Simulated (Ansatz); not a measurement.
**Exact exchange and the HOMO–LUMO gap of CBrClF2**

CBrClF2: 5 atoms, total charge 0, spin state singlet. As SMILES, `FC(F)(Cl)Br`. The coordinates come from a PBE0-D4/def2-TZVP relaxation.

The HOMO–LUMO gap y, in eV, basis cc-pVDZ; a is the functional's share of exact exchange. Programs: Ansatz 0.2.0.

| functional | program | a | y (eV) |
| --- | --- | --- | --- |
| PBE | Ansatz | 0 | 5.24 |
| r2SCAN | Ansatz | 0 | 5.72 |
| B3LYP | Ansatz | 0.2 | ? |
| r2SCAN0 | Ansatz | 0.25 | 7.92 |
| PBE0 | Ansatz | 0.25 | 7.63 |
| BHLYP | Ansatz | 0.5 | 9.97 |

**Question.** Fit y = c + s·a to the known rows and predict B3LYP.

**Answer.** 
1. Means of the 5 rows: a = 0.2000, y = 7.296.
2. Σ(Δa)² = 0.175, Σ(Δa·Δy) = 1.5765, so the slope is 1.5765/0.175 = 9.0086.
3. Intercept: 7.296 − (9.0086) × 0.2000 = 5.494. The largest residual of the fit is 0.25.
4. B3LYP: 5.494 + (9.0086) × 0.2 = 7.30 eV.

The run gave 7.08 eV, so the prediction is off by +0.22 eV, within the scatter of the fit. Exact exchange lowers occupied levels and raises empty ones. The rows mix families of semi-local functionals, which the line can't see.
